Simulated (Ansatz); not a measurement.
Reaction (substitution at a C–C bond): `CCC(C)(CC)CC` + `NB(N)O` → `CNB(N)O` + `CCC(CC)CC`

Calculated with Ansatz (gas phase, PBE0-D4/def2-TZVP geometries, no zero-point term in ΔE). CBS: MP2 limit from def2 TZ/QZ plus the TZ coupled-cluster correction, frozen cores. DFT in def2-TZVPP. B3LYP here is the variant with VWN-RPA as its local correlation; programs differ in this. One conformer a species, not always the lowest.

```
             level  ΔE (kcal/mol)
         r2SCAN-D4            9.5
           PBE0-D4            8.8
          B3LYP-D4            8.1
            B2PLYP            7.6
               PBE            6.1
             B3LYP            4.9
SCS-MP2/def2-TZVPP           10.2
     HF/def2-QZVPP            4.6
```

(1) What does CCSD(T)/CBS give? (An estimate is asked.)

Largest T1 diagnostic among the species: 0.010.

## Answers

(1) Computed: +10.7 kcal/mol. The listed levels differ from it by -1.2, -1.9, -2.6, -3.1, -4.6, -5.8, -0.5, -6.1 kcal/mol.

The D4 term adds +3.2 kcal/mol with B3LYP and +1.8 kcal/mol with PBE0; it sums over pairs of atoms, weighted by their polarisabilities, and B3LYP, whose exchange is more repulsive, gets the larger term. In def2-TZVPP, CCSD(T) changes the Hartree–Fock value by +5.7 kcal/mol (the triples alone add +0.8 kcal/mol) and MP2 by +7.4 kcal/mol.
